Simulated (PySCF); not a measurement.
## TaF: from constants to spectrum

ROHF-CCSD(T) constants of TaF, ³Σ⁻ (triplet), unpaired electrons δ ↑↑ (Ta def2-TZVPP with ECP60, F def2-TZVPP; scalar-relativistic core potentials (PySCF 2.14); masses 180.9480 and 18.9984 u):

| Property | Result |
| --- | --- |
| ωe | 725.3 cm⁻¹ |
| ωexe | 2.85 cm⁻¹ |
| Be | 0.29648 cm⁻¹ |
| αe | 0.00162 cm⁻¹ |
| D (centrifugal) | 1.98e-07 cm⁻¹ |
| De to Ta (5d3 6s2) + F | 6.09 eV |

Task: Give the vibrational terms G(v) and spacings up to v = 6.

Result: G(v) = ωe(v+½) − ωexe(v+½)².

| v | G(v) (cm⁻¹) | G(v) − G(v−1) | Bv (cm⁻¹) |
| --- | --- | --- | --- |
| 0 | 361.9 |  | 0.2957 |
| 1 | 1081.5 | 719.6 | 0.2941 |
| 2 | 1795.4 | 713.9 | 0.2924 |
| 3 | 2503.6 | 708.2 | 0.2908 |
| 4 | 3206.1 | 702.5 | 0.2892 |
| 5 | 3902.9 | 696.8 | 0.2876 |
| 6 | 4594.0 | 691.1 | 0.2860 |

Task: How well does the Morse estimate ωe²/(4ωexe) reproduce De, and what is D0?

Result: It gives 5.72 eV, 94 % of the computed De. D0 = De − G(0) = 6.09 − 0.04 = 6.05 eV.

Correlated steps freeze 1 core orbital. Spin–orbit coupling is left out, which matters for elements this heavy, above all for dissociation energies. The state is the lowest single determinant that the PBE0 search found; with open d or f shells the true ground state can be another one.
